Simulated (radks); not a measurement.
Exchange energies: the exact (Fock) value of the Kohn-Sham orbitals and density-functional approximations, as 100 (|E| - |E exact|)/|E exact|, negative where the magnitude is too small. Species: Rb22+ [Ne] 3s2 3p3; Ge4+ [Ar] 3d10; Ti4+ [Ar]; In3+ [Kr] 4d10; Si3+ [Ne] 3s1. Calculated with a radial shooting solver on a logarithmic mesh with Libxc functionals: non-relativistic Kohn-Sham, PBE, spin-polarised, spherical densities, point nucleus. Every spin shell is full or empty, so the densities are truly spherical. Functionals are evaluated on that one density, not self-consistently.

exact (hartree): Rb22+ -69.0067; Ge4+ -76.3357; Ti4+ -39.6727; In3+ -153.158; Si3+ -19.4788
LDA: Rb22+ -7.14; Ge4+ -5.80; Ti4+ -7.29; In3+ -4.94; Si3+ -8.44
PW91: Rb22+ -0.07; Ge4+ +0.07; Ti4+ -0.13; In3+ -0.05; Si3+ -0.16
PW86: Rb22+ +0.32; Ge4+ +0.15; Ti4+ +0.32; In3+ -0.23; Si3+ +0.56
EV93: Rb22+ +0.81; Ge4+ +0.24; Ti4+ +0.75; In3+ -0.30; Si3+ +1.53
TPSS: Rb22+ +0.11; Ge4+ +0.03; Ti4+ +0.12; In3+ -0.30; Si3+ +0.28
r2SCAN: Rb22+ -0.08; Ge4+ +0.03; Ti4+ 0.00; In3+ -0.11; Si3+ +0.07
MS2: Rb22+ -0.10; Ge4+ -0.35; Ti4+ -0.04; In3+ -0.61; Si3+ +0.18
Tao-Mo: Rb22+ -0.37; Ge4+ -0.57; Ti4+ -0.30; In3+ -0.83; Si3+ -0.05
TASK: Rb22+ -2.91; Ge4+ -2.42; Ti4+ -2.86; In3+ -2.23; Si3+ -2.77
MVS: Rb22+ -0.29; Ge4+ +0.08; Ti4+ -0.18; In3+ +0.07; Si3+ -0.20
